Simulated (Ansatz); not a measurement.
System: AlBr$_{2}$ (charge +1, singlet). It need not be the lowest isomer of its formula. 
Coordinates optimised at B3LYP-D3(BJ)/def2-TZVP (Ansatz, a program for electronic structure):
```xyz
3

Al     0.0000     0.0000     0.0000
Br     0.0000     0.0000     2.1564
Br     0.0000     0.0000    -2.1564
```
Charge +1, spin multiplicity 1.

Basis-set convergence of Hartree-Fock and MP2 correlation energies (hartree) with Ansatz. Cores are frozen in the correlated levels unless marked. No spin-orbit coupling. Frozen are the shells of the preceding noble gas and the d and f shells that filled before the atom's block. Non-relativistic.

```tsv
basis	functions	E(HF)	E(corr, MP2)
def2-SVP	82	-5385.89088	-0.27586
def2-TZVPP	138	-5386.60892	-0.36243
def2-QZVPP	248	-5386.71409	-0.40148
```

Extrapolating the two largest sets (X = 3 and 4) as X^-3: E(corr) = (64·(-0.40148) - 27·(-0.36243))/37 = -0.4300 Eh, an estimate of the basis-set limit. The largest set recovers 93.4 % of it, the smallest 64.2 %.
